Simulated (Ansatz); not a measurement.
Gas-phase electronic energies from Ansatz, PBE0-D4/def2-TZVP geometries. CCSD(T)/CBS is the MP2 limit (def2-TZVPP, def2-QZVPP) plus CCSD(T) − MP2 in def2-TZVPP, frozen cores. DFT in def2-TZVPP. For Ge, Se outer-core shells are correlated without core-valence functions, which leaves a few kJ/mol of doubt a bond. Scalar relativity is left out up to krypton. One conformer a species, not always the lowest.

`CC(=S)[SeH]` + `[Cl][GeH3]` → `[Cl][GeH2][SeH]` + `CC=S`  (formal exchange of groups at the Se–C bond)

```tsv
level	ΔE (eV)
PBE0-D4	-0.70
r2SCAN	-0.64
```

(1) What does CCSD(T)/CBS give? (Best estimate.)

Largest T1 diagnostic among the species: 0.016.

## Answers

(1) The calculation gave: -0.72 eV. The listed levels differ from it by 0.02, 0.08 eV.

The D4 term adds +0.04 eV with B3LYP and +0.02 eV with PBE0; it sums over pairs of atoms, weighted by their polarisabilities, and B3LYP, whose exchange is more repulsive, gets the larger term. From PBE to PBE0 (25 % exact exchange), in def2-TZVPP and without D4, ΔE moves by −0.09 eV.

B3LYP here is the variant with VWN-RPA as its local correlation; programs differ in this.
